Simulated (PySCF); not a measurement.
The complex NiBr2 (charge 0) contains Ni(II), shell d8. The structure is a PBE0-D3(BJ)/def2-TZVP geometry optimised for multiplicity 3; coordination linear, point group D∞h, metal–donor distances 2.20 Å.

```
3

Ni    0.0000    0.0000    0.0000
Br    0.0000    0.0000    2.2009
Br    0.0000    0.0000   -2.2010
```

Method (PySCF 2.14, density fitting): CASSCF(8,5) with orbitals averaged over the states of highest spin, strongly contracted NEVPT2 on the averaged canonical orbitals; basis x2c-TZVPall on the metal, x2c-SVPall elsewhere; spin-free X2C; gas phase; spin-orbit coupling by state interaction with the mean-field operator over all roots.

(1) Which term lies lowest, and with what spin?

(2) Where do the spin-allowed transitions within the shell lie?

(3) Which is the lowest state of another spin?

(4) What ligand-field parameters describe the result?

(5) What are the magnetic parameters?

No frequencies were computed for the optimised geometry.

The job took 4.6 s on one thread of Arm Neoverse V2 (shared host), with 112 basis functions, launched as `OMP_NUM_THREADS=1 python lf_run.py task.json out`.

Answers

(1) 3Σg- (S = 1, orbital degeneracy 1), orbital occupations from the lowest 1.9 1.9 1.1 1.1 2.0, by NEVPT2.

(2) By NEVPT2: 3Πg at 764 cm⁻¹; 3Δg at 2486 cm⁻¹; 3Φg at 2841 cm⁻¹; 3Πg at 15812 cm⁻¹ (632 nm); 3Σg- at 21803 cm⁻¹ (459 nm). All are electric-dipole forbidden at this geometry.

(3) 1Δg at 13989 cm⁻¹ by NEVPT2; CASSCF alone puts it at 15741 cm⁻¹ above the same ground state.

(4) At CASSCF level (the NEVPT2 levels don't fit a ligand-field model well): orbital energies 0, 0, 2673, 2673, 3646 cm⁻¹; B = 1248 cm⁻¹; C = 4650 cm⁻¹; B over its free-ion value at the same level 0.946; rms of the fit 152 cm⁻¹; ζ = 637 cm⁻¹ (free ion 660).

(5) Degenerate or low-lying orbital states mix with the ground state, so no spin-only Hamiltonian applies. The lowest spin-orbit level is 1-fold; the next lies at 160.5 cm⁻¹. μeff is 4.93 μB at 300 K and 1.55 μB at 10 K; the spin-only value is 2.83 μB.
